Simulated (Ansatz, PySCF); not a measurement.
Spin states of HOTa (SMILES [OH][Ta]), each relaxed with B3LYP-D3(BJ)/def2-TZVP.
State 1 (charge 0, multiplicity 3):
```csv
atom,x (Å),y (Å),z (Å)
Ta,-0.9782,-0.8233,-0.8714
O,0.1774,0.1552,0.1490
H,0.7676,0.7155,0.6522
```
State 2 (charge 0, multiplicity 1):
```json
[
 {"atom": "Ta", "x (Å)": "-0.9592", "y (Å)": "-0.7045", "z (Å)": "-0.8850"},
 {"atom": "O", "x (Å)": "0.2690", "y (Å)": "-0.0551", "z (Å)": "0.3153"},
 {"atom": "H", "x (Å)": "0.6570", "y (Å)": "0.8070", "z (Å)": "0.4996"}
]
```

Singlets are restricted, other states unrestricted; no spin–orbit coupling, no relativity up to Kr; see below for the cores. The largest T1 diagnostic is 0.055.

Correlated levels freeze the inner cores; with def2 sets outer-core shells near the valence are correlated too.

Codes used: Ansatz (a first-principles code) with Gaussian orbitals; PySCF for the dispersion terms.  In def2 rows elements past Kr take small-core potentials, without spin–orbit coupling.

Q: Give the energy of the multiplicity-1 state less that of the multiplicity-3 state at the level B2PLYP-D4/def2-TZVPP.

A: 16.3 kcal/mol

Q: Estimate the energy of the multiplicity-1 state less that of the multiplicity-3 state that r2SCANh/def2-TZVPP returns for this input.

A: 24.5 kcal/mol

Q: Give the energy of the multiplicity-1 state less that of the multiplicity-3 state at the level PBE-D3(BJ)/def2-TZVPP.

A: 19.2 kcal/mol

Doubts at one or more of the structures used: a spin-contaminated determinant (PBE-D3(BJ)/def2-TZVPP, r2SCANh/def2-TZVPP, B2PLYP-D4/def2-TZVPP); a restricted determinant that unrestricted orbitals would lower (B2PLYP-D4/def2-TZVPP).
